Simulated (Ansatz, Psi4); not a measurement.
How basis sets differ on BF3 (boron trifluoride)

The species is BF3 (4 atoms), meant as a singlet with charge 0. SMILES: `FB(F)F`. Geometry: relaxed at PBE0-D4/def2-TZVP.

Each level gives the atomisation enthalpy at 298 K (kJ/mol). The values are calculated. The thermal term (zero-point and 298 K enthalpy, harmonic and unscaled) is that of PBE0-D4/def2-TZVP; the spin-orbit lowering of the free atoms at 298 K, 3.9 kJ/mol by their spectra, is taken off.

**What was measured.** NIST-JANAF tables; in doubt, as an older value, an estimate or one at odds with other calculations gives the atomisation enthalpy at 298 K of the gas as 1944 kJ/mol.

| level | kind | program | value (kJ/mol) | computed − measured | CPU time (all runs) |
| --- | --- | --- | --- | --- | --- |
| MP2/STO-3G | perturbation theory | Ansatz | 1631 | -313 | 0.16 s |
| MP2/aug-pcseg-0 | perturbation theory | Ansatz | 1667 | -277 | 0.37 s |
| MP2/aug-cc-pVDZ | perturbation theory | Psi4 | 1893 | -51 | 19 s |
| MP2/aug-pcseg-1 | perturbation theory | Ansatz | 1955 | +11 | 1 s |
| MP2/aug-pcseg-2 | perturbation theory | Ansatz | 2026 | +82 | 4.5 s |
| MP2/aug-pcseg-3 | perturbation theory | Ansatz | 2047 | +103 | 33 s |

Nearest: MP2/aug-pcseg-1 (+11 kJ/mol); farthest: MP2/STO-3G (-313 kJ/mol). Wave-function methods converge slowly with the basis and bind too weakly in sets of this size; that is part of their error here. The measured heats of formation of B, Si, Al and metal atoms are uncertain by some kJ/mol each. CPU times are rough (shared hosts, several kinds of processor and program).
